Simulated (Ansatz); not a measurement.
The cluster Na₃Sb, relaxed as a triplet with UKS r2SCAN-D4/def2-TZVP in Ansatz, starting from the r2SCAN-D4/def2-TZVP geometry of the neutral singlet. Force threshold 0.02 eV/Å.

In the def2 sets Sb takes a core potential; there is no spin–orbit coupling. The relaxation made no stability test and no search for a lower SCF solution. At r2SCAN-D4/def2-TZVP a singlet of charge 0 lies 0.79 eV below the triplet, each at its own geometry. The structure comes from a short search, and lower isomers may exist.

Start:

Cartesian coordinates in Å:
```
Na 0.3784 0.0529 2.3192
Na -2.1432 0.6134 -0.7449
Na 1.1187 -1.6650 -1.2251
Sb 0.6462 0.9987 -0.3491
```

Q: Estimate the energy that the relaxation releases and the steps that it takes.

A: 0.33 eV, in 11 steps; 39 s on 4 threads of Arm Neoverse V2 on a shared host. The force fell under the threshold at step 8, but the optimiser went on. No frequencies were taken in this run, so the end may be a saddle point.

Q: Does the start keep its bonding and symmetry?

A: By distances, no bond broke or formed. The bond that changes most is Na2–Sb4, from 2.84 to 2.92 Å (atoms count from 1). Point group C3v at the start, D3h at the end, both within 0.05 Å.

Q: Predict the relaxed structure.

A: 
Cartesian coordinates in Å:
```
Na 0.7513 0.4888 2.7841
Na -2.4361 1.1973 -1.0892
Na 1.6870 -1.6826 -1.6961
Sb -0.0023 -0.0035 0.0012
```
Bond lengths (bridged metal pairs left out): 3 × Na–Sb 2.92 Å.
